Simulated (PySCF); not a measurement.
# O⁺ (oxygen, charge +1) across methods

[He] 2s1 2p4, high-spin 4P determinant (an excited configuration). Calculation: PySCF 2.14, in ANO-RCC-VTZP (4s3p2d1f, 30 functions); scalar relativity by spin-free X2C-1e.

| method | E (hartree) | mean ε 2s α (eV) | mean ε 2p α (eV) | mean ε 2p β (eV) | Σ⟨r²⟩ (bohr²) | ⟨S²⟩ |
| --- | --- | --- | --- | --- | --- | --- |
| PBE | -74.0319 | -41.942 | -26.582 | -21.606 | 7.739 | 3.753 |
| LDA | -73.5387 | -41.568 | -26.641 | -21.340 | 7.788 | 3.754 |
| M06-2X | -74.0659 | -48.408 | -31.299 | -25.130 | 7.704 | 3.754 |
| LC-wPBE | -74.0632 | -48.057 | -32.000 | -26.638 | 7.712 | 3.752 |
| revPBE | -74.0977 | -42.001 | -26.557 | -21.652 | 7.732 | 3.753 |
| UHF | -73.87817 | -56.970 | -36.565 | -26.917 | 7.674 | 3.758 |
| PBE0 | -74.0366 | -45.836 | -29.212 | -23.313 | 7.689 | 3.753 |
| r2SCAN | -74.0931 | -43.979 | -27.520 | -21.863 | 7.668 | 3.754 |
| PBEsol | -73.7828 | -41.749 | -26.515 | -21.348 | 7.756 | 3.753 |
